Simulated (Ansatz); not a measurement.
CH₆GaOSb, SMILES `[CH3][Sb]([OH])[GaH2]`, relaxed with RKS PBE0-D4/def2-TZVP in the Gaussian-basis code of Ansatz from a GFN2-xTB geometry. The force threshold is 0.005 eV/Å; the program also tests the step.

Charge 0, multiplicity 1. Sb: def2 effective core potential.

Start:

```xyz
10

C     0.157    0.414    1.488
Sb   -0.810   -1.311    0.579
O     0.875   -1.960   -0.220
Ga   -1.015    0.254   -1.553
H    -0.595    1.095    1.874
H     0.744    0.919    0.719
H     0.812    0.109    2.296
H     1.422   -1.227   -0.516
H    -2.068    0.820   -2.698
H     0.477    0.886   -1.969
```

Question: How much energy does the relaxation release, and in how many steps? (Best estimate.)

Answer: The calculation gave: 23.39 kJ/mol, in 17 steps, 2 of them rejected.

Question: Which bonds change most? (An estimate is asked.)

Answer: Ansatz gave: Ga4–H10 from 1.673 to 1.581 Å; Ga4–H9 from 1.655 to 1.576 Å; Sb2–Ga4 from 2.653 to 2.641 Å; Sb2–O3 from 1.975 to 1.983 Å.

Question: Give the relaxed structure. (An estimate is asked.)

Answer: The calculation gave: 
```xyz
10

C     0.043    0.455    1.568
Sb   -0.619   -1.234    0.367
O     1.178   -1.943   -0.077
Ga   -0.882    0.313   -1.757
H    -0.799    1.123    1.758
H     0.846    1.009    1.083
H     0.405    0.058    2.517
H     1.674   -1.350   -0.648
H    -2.140    1.230   -1.997
H     0.293    0.341   -2.814
```
